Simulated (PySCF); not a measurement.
SMILES [O]([SiH3])[Cd][SeH] (PBE0/def2-SVP optimised geometry):

```
8

Cd    -1.040     1.049     0.000
Se    -3.474     1.159     0.000
H     -3.533     0.651     1.381
O      0.927     1.049     0.000
Si     2.169    -0.001    -0.241
H      2.159    -0.584    -1.625
H      2.125    -1.159     0.715
H      3.474     0.704    -0.047
```

Computed with PBE0/def2-TZVP, def2 effective core potentials past Kr (PySCF 2.14.0).

**Question.** What are the frontier orbital energies and the dipole moment?

**Answer.** HOMO-2 -8.21 eV, HOMO-1 -8.07 eV, HOMO -7.26 eV, LUMO -1.81 eV, LUMO+1 -0.73 eV; dipole moment 1.57 D.

On the same geometry PBE/def2-TZVP, def2 effective core potentials past Kr (PySCF 2.14.0) gives HOMO-2 -6.87 eV, HOMO-1 -6.66 eV, HOMO -6.15 eV, LUMO -2.66 eV, LUMO+1 -1.45 eV; dipole moment 1.64 D.
